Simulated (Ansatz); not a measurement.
Born–Oppenheimer molecular dynamics of BFH3NO (7 atoms, charge 0, multiplicity 1). It starts from a relaxed structure.

Computed with Ansatz, RKS PBE0-D4/def2-SVP.

```json
{
  "ensemble": "NVE (velocity Verlet)",
  "time step": "0.5 fs",
  "steps asked": "250",
  "starting velocities drawn for": "300 K",
  "seed": "987418"
}
```

First frame:

```xyz
7
Properties=species:S:1:pos:R:3
B 0.043 -0.061 -0.141
F -0.149 0.534 1.052
N 1.304 0.008 -0.748
H 1.496 -0.421 -1.641
H 2.082 0.491 -0.326
O -0.992 -0.719 -0.733
H -1.790 -0.680 -0.198
```

Problem. How far do the bonds stretch over the last three quarters of this one trajectory? (Pairs bonded in most of those frames.)

Solution. 
```json
{"bond": "B1–F2", "mean (Å)": "1.349", "spread (Å)": "0.025", "shortest": "1.31", "longest": "1.39"}
{"bond": "B1–N3", "mean (Å)": "1.400", "spread (Å)": "0.027", "shortest": "1.36", "longest": "1.46"}
{"bond": "B1–O6", "mean (Å)": "1.363", "spread (Å)": "0.021", "shortest": "1.32", "longest": "1.40"}
{"bond": "N3–H4", "mean (Å)": "1.009", "spread (Å)": "0.009", "shortest": "0.99", "longest": "1.02"}
{"bond": "N3–H5", "mean (Å)": "1.009", "spread (Å)": "0.010", "shortest": "0.99", "longest": "1.03"}
{"bond": "O6–H7", "mean (Å)": "0.963", "spread (Å)": "0.017", "shortest": "0.94", "longest": "0.99"}
```

Mean temperature of the second half: 149 K. The conserved energy stayed within 0.16 meV per atom of its start (net change 0.12 meV per atom), so the integration is sound. Over the second half the temperature averaged 0.50 of the 300 K drawn at the start: a run that starts near a minimum puts about half its kinetic energy into the potential. A run of 0.12 ps of so small a system gives no equilibrium averages.

Time of the run: 3.5 min on 2 threads of Arm Neoverse V2, on a shared host, peak memory 0.12 GiB.
